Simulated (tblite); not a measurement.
Compound: C2H8FNSi2.
SMILES with atom numbers: `[CH2:1]=[CH:2][N:3]([SiH3:4])[SiH2:5][F:6]` (hydrogens: H7, H8 on C1; H9 on C2; H10, H11, H12 on Si4; H13, H14 on Si5)

A start from a force field or distance geometry was refined with GFN2-xTB geometry optimisation, gas phase (tblite 0.8.0). Values at the start:

```tsv
coordinate	start
C1=C2	1.316 Å
C1–H7	1.079 Å
C1–H8	1.098 Å
C2–N3	1.414 Å
C2–H9	1.084 Å
N3–Si4	1.798 Å
N3–Si5	1.801 Å
Si4–H10	1.455 Å
Si4–H12	1.493 Å
Si5–F6	1.667 Å
Si5–H13	1.475 Å
C1–C2–N3	124.8°
C2–N3–Si4	122.7°
C2–N3–Si5	117.9°
N3–Si5–F6	109.9°
Si4–N3–Si5	119.3°
```

How do these coordinates change at the GFN2-xTB level?

| coordinate | GFN2-xTB (Å or °) | change |
| --- | --- | --- |
| N3–Si5 | 1.734 | -0.067 |
| Si5–F6 | 1.603 | -0.064 |
| N3–Si4 | 1.759 | -0.039 |
| Si4–H12 | 1.454 | -0.039 |
| C2–N3 | 1.388 | -0.026 |
| C1–H8 | 1.075 | -0.023 |
| Si5–H13 | 1.456 | -0.019 |
| Si4–H10 | 1.466 | +0.011 |
| C1=C2 | 1.325 | +0.009 |
| C1–H7 | 1.075 | -0.004 |
| C2–H9 | 1.084 | 0.000 |
| Si4–N3–Si5 | 125.4 | +6.1 |
| C2–N3–Si4 | 119.4 | -3.3 |
| C2–N3–Si5 | 115.3 | -2.6 |
| C1–C2–N3 | 127.0 | +2.2 |
| N3–Si5–F6 | 107.8 | -2.1 |

The energy falls by 13.1 kcal/mol over 190 L-BFGS steps, the largest force on an atom goes from 1.53 to 0.009 eV/Å, and the atoms move by 1.097 Å rms after alignment. The bond that changes most is N3–Si5 (nitrogen bridging silicon atoms to fluorine-bound silicon), which shortens by 0.067 Å. Bonds longer at the end by more than 0.005 Å: 2 of 13; shorter: 9. Among the dihedrals that turn most is Si4–N3–Si5–H13, from -159° to 114°. Rotational constants go from 2550, 1663, 1213 to 3529, 1646, 1153 MHz.

On Intel Xeon Platinum 8375C at 2.90 GHz, one thread, no GPU, on a shared host, this took 1.3 s of wall time.

Its GFN2-xTB frequencies are all real (lowest 21 cm⁻¹). One conformer, not necessarily the lowest.

The numbers are calculated, not measured.
